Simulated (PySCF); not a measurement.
CsS at PBEsol

Computed with PBEsol; basis Cs def2-TZVPP with ECP46, S def2-TZVPP; scalar-relativistic core potentials; PySCF 2.14.

| Item | Value |
| --- | --- |
| state | ²Π (doublet), unpaired electrons π ↑ |
| bond length | 3.035 Å |
| harmonic wavenumber | 201 cm⁻¹ |
| force constant | 0.616 mdyn/Å |
| rotational constant Be | 0.07100 cm⁻¹ |
| anharmonicity ωexe | 0.720 cm⁻¹ |
| vibration–rotation constant αe | 0.000345 cm⁻¹ |
| well depth De to Cs + S | 2.95 eV |
| dissociation energy D0 | 2.94 eV |
| bond order (Mayer) | 0.67 |
| dipole moment (positive dipole means Cs(−)S(+)) | -9.54 D |

These are scalar-relativistic numbers at best; spin–orbit coupling would shift them, the dissociation energy most. The state was picked by a PBE0 search and need not be the measured ground state.
